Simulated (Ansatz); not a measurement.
A made-up structure of ZnNH2, doublet:

```xyz
4
angstrom
N 0.4002 0.5413 -0.1042
Zn -0.2457 -1.1202 0.4118
H -1.7061 -1.3704 0.0303
H 0.8470 1.4262 -0.3444
```

It is relaxed with PBE-D4/def2-SVP and then PBE0-D4/def2-TZVP (Ansatz 0.2.0). Atoms count as bonded within 1.22 times the sum of their covalent radii (H–H: 0.88 Å). The end point is not checked to be a true minimum.

Problem. Does its bonding change? (A judgement: the text doesn't fix the answer.)

Solution. By the calculation: No: no bond forms or breaks.

Where it ends: The first stage lowers the energy by 1.22 eV in 10 steps. It ends as ZnNH₂ ([NH][ZnH]):
```
4
angstrom
N 0.2232 0.9659 -0.3509
Zn -0.6429 -0.6231 0.0586
H -1.4839 -1.8702 0.3257
H 1.1990 1.0043 -0.0398
```

Labels in which every atom is bracketed show which atoms are joined, not bond orders.

For scale, one of the runs: PBE0-D4/def2-TZVP relaxation, 91 basis functions, launched by `ansatz run in.yaml --threads 2 --pin off --events-out ev --progress --plain --max-ram 4352MiB`. The run took about 16 s on 2 CPU threads of an Arm Neoverse V1 (shared host).
